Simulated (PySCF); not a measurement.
Where the electron goes

Compound: F2HNO4S2.
SMILES with atom numbers: `[O:1]=[S:2](=[O:3])([F:4])[NH:5][S:6](=[O:7])(=[O:8])[F:9]` (hydrogens: H10 on N5)

Cartesian coordinates in Å at the GFN2-xTB level; atoms count from 1:
```xyz
10
F2HNO4S2 angstrom
O     -1.1580    0.1636   -1.5051
S     -1.3459   -0.1634   -0.1588
O     -2.3695   -1.0245    0.2804
F     -1.5389    1.1934    0.6824
N      0.0851   -0.6237    0.4821
S      1.3176    0.3096   -0.0764
O      2.4607    0.0888    0.7168
O      0.8733    1.5977   -0.3966
F      1.5437   -0.4940   -1.4377
H      0.1408   -1.0429    1.3903
```

The calculation used PySCF 2.14.0, density-fitted response routines, TDDFT PBE0/def2-SVPD, vertical, gas phase, core orbitals frozen in the response.

Kohn–Sham orbitals with the atoms that hold most of them (Löwdin shares over 4%, at most four atoms; ? is withheld):

```tsv
orbital	ε (eV)	atoms
LUMO+2	-0.07	N5 16%, S6 16%, S2 15%, F9 11%
LUMO+1	-0.28	S2 22%, S6 18%, N5 11%, O3 10%
LUMO	?	?
HOMO	-10.43	?
HOMO-1	-10.86	N5 37%, O1 14%, O8 14%, O3 9%
HOMO-2	-10.97	O3 28%, O7 20%, O8 19%, O1 10%
HOMO-3	-11.12	O7 31%, O3 26%, O8 15%, O1 7%
```

(1) Give the leading atoms of the HOMO.

(2) Give the leading atoms of the LUMO.

(3) What is the LUMO energy, and the HOMO–LUMO gap?

Results:

(1) O8 (bonded to S) 26%; O7 (bonded to S) 22%; O1 (bonded to S) 20%; O3 (bonded to S) 18%.

(2) S6 (bonded to F, N and 2 O) 20%; S2 (bonded to F, N and 2 O) 18%; H10 (bonded to N) 15%; N5 (bonded to 2 S and H) 11%. By element: sulfur 37%, hydrogen 15%, nitrogen 11%.

(3) ε(LUMO) = -0.90 eV; the gap is 9.53 eV (0.3502 hartree).

The HOMO–LUMO gap is 9.53 eV. Where does the response calculation put the lowest singlet, and from which orbitals?

S1 is at 8.09 eV (f = 0.0007), 1.44 eV below the gap, made of HOMO→LUMO (82%). Without the coupling terms of the response equations the lowest excitation would equal the gap.

Next come S2 at 8.42 eV (f 0.0009), HOMO-1→LUMO (40%), HOMO→LUMO+2 (26%), HOMO-2→LUMO (12%); S3 at 8.52 eV (f 0.0017), HOMO-1→LUMO (38%), HOMO-2→LUMO (32%), HOMO→LUMO+1 (11%); S4 at 8.60 eV (f 0.0048), HOMO→LUMO+1 (54%), HOMO→LUMO+2 (10%), HOMO-2→LUMO (9%); S5 at 8.81 eV (f 0.0060), HOMO-3→LUMO (35%), HOMO-1→LUMO+2 (20%).

Löwdin shares depend on the basis, the more so with diffuse functions.

One conformer stands for the species.
